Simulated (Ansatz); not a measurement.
Ideal-gas functions of `[F][Ga]([SH])[Br]` at 298.15 K and 1 bar, from an Ansatz frequency run at PBE0-D4/def2-TZVP.

Molar mass 201.7 g/mol, point group Cs (symmetry number 1), electronic degeneracy 1, moments of inertia 128.614, 414.689, 543.303 u Å². Harmonic wavenumbers (cm⁻¹, unscaled): 93, 145, 155, 271, 301, 439, 688, 721, 2704.

Use S(trans) = R[1.5 ln M + 2.5 ln T − 1.1517]; rotational temperatures θ = 24.2544 K / I; S(rot) = R[ln(√π/σ · √(T³/θAθBθC)) + 1.5]; for each mode x = 1.438777 ν̃/T, S = R[x/(eˣ − 1) − ln(1 − e⁻ˣ)] and H = RT x/(eˣ − 1); 1 cm⁻¹ = 0.0119627 kJ/mol; R = 8.31446 J/(mol·K).

By hand: the entropy, in J/(mol·K).

Translation 175.0. Rotation: θ = 0.1886, 0.0585, 0.0446 K, giving 120.0. Vibration, mode by mode: 15.05, 11.45, 10.92, 6.65, 5.91, 3.47, 1.34, 1.18, 0.00, in all 56.0. Electronic 0.0. Sum 351.0 J/(mol·K).

By hand: H − E and G − E in kJ/mol, counted from the electronic energy.

Zero-point energy ½ × 5517 × 0.0119627 = 33.0; thermal vibration 8.9; translation, rotation and pV give 4 RT = 9.9. H − E = 51.8 kJ/mol, and G − E = 51.8 − 298.15 × 351.0/1000 = -52.9 kJ/mol.

Vibration gives 16 % of the entropy, 26.5 J/(mol·K) of it from the modes under 150 cm⁻¹: soft modes count most, and the harmonic formula is weakest for them. The sum counts one conformer and one mirror image; others add a mixing term.
